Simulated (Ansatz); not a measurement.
The molecule LiP, multiplicity 3 (lowest of 2S+1 = 1, 3, 5 at CCSD(T)/def2-TZVPP on PBE0 minima; our sources give no spin for the ground state, which may be another).

D_e counts from the fitted minimum to each atom's lowest state at the same level, without counterpoise.

The values were computed with Ansatz (Gaussian basis) for Hartree–Fock, density functionals and correlated methods. 

**Question.** What bond energy D_e does PBE/def2-TZVPP give?

**Answer.** 42.1 kcal/mol

**Question.** Give the bond energy D_e at the level r2SCAN/def2-TZVPP.

**Answer.** 41.2 kcal/mol

**Question.** Predict the bond energy D_e from B97M-V/def2-TZVPP.

**Answer.** 46.0 kcal/mol

Ansatz is an electronic-structure program.
